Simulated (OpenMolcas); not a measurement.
A calculation on La I.

```yaml
Program: OpenMolcas
Method: "SS-CASPT2, IPEA 0.25 Eh, imaginary shift 0.1 Eh (closed shells correlated: 5s 5p 6s)"
Basis: ANO-RCC-VQZP [9s8p6d4f3g2h]
Scalar_Hamiltonian: DKH2, point nucleus
Active_space: 1 electron in 5 orbitals (5d)
State_averaging: 2S+1 = 2 even, 5 roots
Spin-orbit_coupling: RASSI with atomic mean-field integrals over the reference wave functions, term energies averaged over their components
```

Task: Which level of the active space comes out lowest?

Result: 5d 6s² ²D_3/2, with 100 % of that term; it is also the measured ground level.

Task: How high does 5d 6s² ²D_5/2 lie?

Result: 1350 cm⁻¹ above the lowest level; measured 1053 cm⁻¹ above the ground level, so the calculation is off by +28 %.

Measured values: NIST Handbook of Basic Atomic Spectroscopic Data.

CASPT2 does not keep the components of a term degenerate, so their means are used; among the terms shown or strongly mixed into the levels shown the widest spread is 34 cm-1 (5d 6s² ²D). With one active electron, CASPT2 adds the correlation within the correlated inactive shells and between them and that electron, and leaves the splitting within a term as the reference gives it. With the s shell closed, the reference lacks s² → p², s² → d² and s → d mixing, so excited terms can stand far too high and out of order, with CASPT2 too. Measured partners are found by configuration, term and J. A level has none where our copy of the source lacks it or the pairing is in doubt (some pairs that miss far off the trend of their configuration count as doubtful), and it then counts in no deviation. Levels of configurations outside the active space are missing.
